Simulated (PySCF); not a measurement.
C2H13NOSi3. Atoms are numbered in the order given.

```xyz
20

C      0.1950    -0.5092    -2.0071
Si    -0.0424     0.1706    -0.2709
C     -0.5538     1.9783    -0.3256
N      1.3872    -0.0653     0.7164
Si     2.9913     0.5844     0.4942
O     -1.2159    -0.7314     0.5397
Si    -2.8270    -1.1486     0.4135
H      1.0308     0.0123    -2.5182
H      0.4387    -1.5901    -1.9726
H     -0.7147    -0.3753    -2.6281
H      0.2527     2.5977    -0.7703
H     -1.4679     2.1275    -0.9365
H     -0.7506     2.3587     0.6969
H      1.2239    -0.6716     1.5268
H      4.0423    -0.4845     0.3225
H      3.4387     1.4614     1.6377
H      2.9445     1.4176    -0.7590
H     -3.0915    -1.9023    -0.8648
H     -3.7053     0.0764     0.4324
H     -3.1782    -2.0235     1.5820
```

Geometry: PBE-D3(BJ)/def2-SVP. Other conformers were not sampled.

These are HF/pcSseg-1 (PySCF) values and carry that method's errors.

GIAO shieldings, no solvent; atoms alike by connectivity are averaged. δ = σ(ref) − σ: ¹³C against TMS (σ = 192.6 ppm); ²⁹Si against TMS (σ = 393.8 ppm); ¹⁵N against NH3 (σ = 267.3 ppm); ¹⁷O against H2O (σ = 333.0 ppm); ¹H against TMS (σ = 31.99 ppm), references at their B3LYP-D3(BJ)/def2-TZVP geometries, non-relativistic.

```json
[
 {"nucleus": "¹³C", "atoms": "C1, C3", "count": "2", "δ (ppm)": "5.1"},
 {"nucleus": "²⁹Si", "atoms": "Si2", "count": "1", "δ (ppm)": "1.7"},
 {"nucleus": "²⁹Si", "atoms": "Si7", "count": "1", "δ (ppm)": "-45.9"},
 {"nucleus": "²⁹Si", "atoms": "Si5", "count": "1", "δ (ppm)": "-56.6"},
 {"nucleus": "¹⁵N", "atoms": "N4", "count": "1", "δ (ppm)": "10.9"},
 {"nucleus": "¹⁷O", "atoms": "O6", "count": "1", "δ (ppm)": "24.9"},
 {"nucleus": "¹H", "atoms": "H18, H19, H20", "count": "3", "δ (ppm)": "4.92"},
 {"nucleus": "¹H", "atoms": "H15, H16, H17", "count": "3", "δ (ppm)": "4.60"},
 {"nucleus": "¹H", "atoms": "H8, H9, H10, H11, H12, H13", "count": "6", "δ (ppm)": "0.75"},
 {"nucleus": "¹H", "atoms": "H14", "count": "1", "δ (ppm)": "0.59"}
]
```
